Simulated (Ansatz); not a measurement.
Job for Ansatz (an electronic-structure program): R-wB97M-V/def2-TZVPPD on AsH3 (SMILES [AsH3]) with ghost functions, monomers drawn apart or pushed together. Files ending in .json are basis or fitting sets from the Basis Set Exchange.

Ansatz 0.2 input:
```yaml
crystal:
  periodic: [false, false, false]
  atoms:
    - {symbol: As, position_ang: [-1.02539126, -0.93567821, 3.69376337]}
    - {symbol: H, position_ang: [-0.56028655, -0.43569575, 5.04159914]}
    - {symbol: H, position_ang: [-0.80627576, -2.40715469, 3.95784847]}
    - {symbol: H, position_ang: [-2.50669867, -0.91412123, 3.99079856]}
basis:
  gaussian:
    orbitals: def2-TZVPPD.json
    ghost_atoms:
      - {symbol: Al, position_ang: [0.28219905, 0.62545735, 0.56096258]}
      - {symbol: H, position_ang: [-0.54047815, -0.29260812, -0.44148129]}
      - {symbol: H, position_ang: [-0.24747156, 2.09128831, 0.86980076]}
      - {symbol: H, position_ang: [1.81159463, 0.28935591, 0.83026113]}
hamiltonian:
  xc: {name: wB97M-V}
scf: {lower_state_search: off}
```

Output:

```
WARN ansatz: RAYON_NUM_THREADS=2 ignored (pool sized by the plan → 2); use --threads N
Functional definition: wB97M-V
these checks for a lower state are left out or cut short: stability, starts, cluster_reference, orbital_swaps, neighbouring_geometries, increment
integrals: 0.15 GiB planned
1048 factors; their error is unknown
integrals: 0.19 GiB planned
313 factors; integrals over basis functions are off by at most 3.3e-5 eV
mean field: 1.17 GiB planned
mean field evaluation 1: about -60885.7353 eV, gradient 9.5e0 eV
mean field evaluation 2: about -60885.8678 eV, gradient 5.7e0 eV
mean field evaluation 4: about -60885.8931 eV, gradient 3.1e-1 eV
mean field evaluation 8: about -60886.0353 eV, gradient 3.8e-2 eV
mean field evaluation 16: about -60886.0353 eV, gradient 1.9e-6 eV
mean field -60886.03528747 eV, -2237.5205267775 hartree, gradient 1.9e-6 eV, S^2 0.000000; 0 other end points of the search recorded, 0 dependent functions left out
reference -60886.03534946 eV, -2237.5205290555 hartree; 18, 18 occupied and 186, 186 virtual orbitals, 1048 factors
Total energy: -60886.03534946 eV, -2237.5205290555 hartree
Checks for a lower state left out: stability, starts, cluster_reference, orbital_swaps, neighbouring_geometries, increment
```

The calculation finished and met its thresholds.

Cost: around 10 core-seconds (rough).
